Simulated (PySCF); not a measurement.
SnBr, SMILES [Br][Sn+] (connectivity only; charge and spin as stated), charge +1, multiplicity 1. Heavy atoms are numbered as in [Sn+:1][Br:2].

Geometry: B3LYP-D3(BJ)/def2-TZVP. The spin state was assumed, not searched. The def2 effective core potentials stand for the cores of Sn; spin–orbit coupling is left out.

Calculation: CAM-B3LYP/def2-TZVPD (PySCF).

Mulliken values depend strongly on the basis, most of all with diffuse functions as here. ESP charges are fitted to the potential on shells at 1.4 to 2.0 van der Waals radii. Atomic charges (e), one atom of each kind:

```tsv
atom	ESP fit	Mulliken
Sn1	0.96	1.12
Br2	0.04	-0.12
```
